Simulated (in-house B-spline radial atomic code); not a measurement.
Whole-atom quantities along the 58-electron series, configuration [Kr] 4d10 4f12. Computed with a radial B-spline atomic code at the basis-set limit: non-relativistic Hartree-Fock, average of the configuration, point nuclei.

This level leaves out relativity, spin-orbit splitting included, which matters for heavy ions.

```tsv
ion	Z	E/Z² (Eh)	Σ<r²> (bohr²)	n(0)/Z³ (bohr⁻³)	Lamb diamagnetic shielding (ppm)	repulsion over attraction
Re17+	75	-2.788	9.2831	0.71558	8644.59	0.14129
Os18+	76	-2.8001	8.8032	0.71594	8785.32	0.14006
Ir19+	77	-2.812	8.3644	0.71629	8925.98	0.13884
Pt20+	78	-2.8236	7.9615	0.71663	9066.57	0.13762
Au21+	79	-2.8351	7.5902	0.71696	9207.1	0.13641
Hg22+	80	-2.8463	7.2469	0.71729	9347.59	0.13521
Tl23+	81	-2.8573	6.9285	0.71761	9488.02	0.13402
```

Task: With what power of Z does the column «Σ<r²> (bohr²)» change over this range?

Result: A fit of the logarithm of its size against log Z from Z = 75 to 81 has slope -3.80. Unscreened non-relativistic hydrogenic orbitals would give -2.
